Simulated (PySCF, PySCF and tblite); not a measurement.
A run on one conformer of C4H6BNO2, numbered as in [N:1]#[C:2][C@@H:3]1[CH2:4][CH2:5][O:6][BH:7][O:8]1, from an ensemble study. The sound level was wB97X-D/pcSseg-1 (IEF-PCM, dimethylsulfoxide) on GFN2-xTB geometries.

Input:

```
{"job": {"xc": "M06-2X", "basis": "pcSseg-1", "solvent": "dimethylsulfoxide", "kind": "nmr", "pop": false}, "charge": 0, "multiplicity": 1}
N     -2.170431    -0.200024     1.957435
C     -1.616220     0.230580     1.056072
C     -0.880892     0.757765    -0.084323
C     -0.380331    -0.405892    -0.957520
C      0.704497    -1.157611    -0.185250
O      1.709935    -0.281961     0.283120
B      1.419862     1.008248     0.533156
O      0.192626     1.563486     0.364884
H     -1.558821     1.410787    -0.655138
H      0.047753     0.011906    -1.871251
H     -1.202083    -1.074122    -1.214494
H      1.195250    -1.896607    -0.827079
H      0.263155    -1.676850     0.675482
H      2.275024     1.709821     0.902738
```

Command: OMP_NUM_THREADS=1 python ens_run.py task.json out

Output:

```
NotImplementedError: meta-GGA GIAO
```

Task: What is wrong with this calculation?

Result: The setting at fault: functional unknown or not served for shieldings. GIAO shieldings aren't available for M06-2X here. The program refused the input.
